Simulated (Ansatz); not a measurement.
Ansatz (an electronic-structure program) input (RI-MP2/def2-TZVPP):
A basis named .json is the Basis Set Exchange file of that set.

Ansatz 0.2 input:
```yaml
crystal:
  periodic: [false, false, false]
  atoms:
    - {symbol: Cl, position_ang: [-1.82412487, -1.36291085, -0.24486130]}
    - {symbol: Ge, position_ang: [-0.40852886, 0.10005661, 0.52503610]}
    - {symbol: Cl, position_ang: [-0.98648333, 2.05237757, -0.24394981]}
    - {symbol: Br, position_ang: [1.73866466, -0.42636417, -0.24261047]}
basis:
  gaussian:
    orbitals: def2-TZVPP
    fitting: {mean_field: def2-universal-jkfit, correlation: def2-TZVPP-RIFIT.json}
magnetization: {spin_polarized: true, initial_magnetization: 1}
correlation: {method: mp2, electrons: outside_noble_gas}
```

End of the output:

```
integrals: 0.19 GiB planned
788 factors; integrals over basis functions are off by at most 1.4e0 eV
564 factors; integrals over basis functions are off by at most 1.3e2 eV
0.88 GiB of device memory are held for the factors and their scratch space
mean field: 1.31 GiB planned
mean field evaluation 1: about -151481.7745 eV, gradient 1.6e1 eV
mean field evaluation 2: about -151483.0374 eV, gradient 1.2e1 eV
mean field evaluation 4: about -151483.6811 eV, gradient 1.2e0 eV
mean field evaluation 8: about -151483.7138 eV, gradient 1.2e-6 eV
mean field -151483.71383628 eV, -5566.9238041342 hartree, gradient 1.2e-6 eV, S^2 0.763356; 0 other end points of the search recorded, 0 dependent functions left out
38 core orbitals not correlated
reference -151483.71383628 eV, -5566.9238041342 hartree; 13, 12 occupied and 129, 130 virtual orbitals, 564 factors
second order -16.95533375 eV of doubles, -0.00000000 eV of singles
Total energy: -151500.66917003 eV, -5567.5469011568 hartree
```

It need not be the lowest isomer of its formula.
